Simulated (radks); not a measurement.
The numbers below are computed, except where a source is named.
Question: Ionisation of Cs3+, [Kr] 4d10 5s2 5p4, to Cs4+, [Kr] 4d10 5s2 5p3, under several functionals. Dirac Kohn-Sham, spin-unpolarised, spherical densities, finite nucleus; open shells fill j = l - 1/2 first; a radial shooting solver on a logarithmic mesh with Libxc functionals. Known Delta-SCF values: LDA (Slater exchange, VWN5 correlation) 44.634 eV. What does LDA (Slater exchange, Perdew-Wang correlation) give, and what is its highest occupied eigenvalue?

Answer: 44.630 eV by Delta-SCF; the 5p3/2 eigenvalue is -39.026 eV. NIST: 43 eV (theoretical).

Beside tabulated values, note that spin-unpolarised runs miss the spin-polarisation part of the exchange energy of open shells.
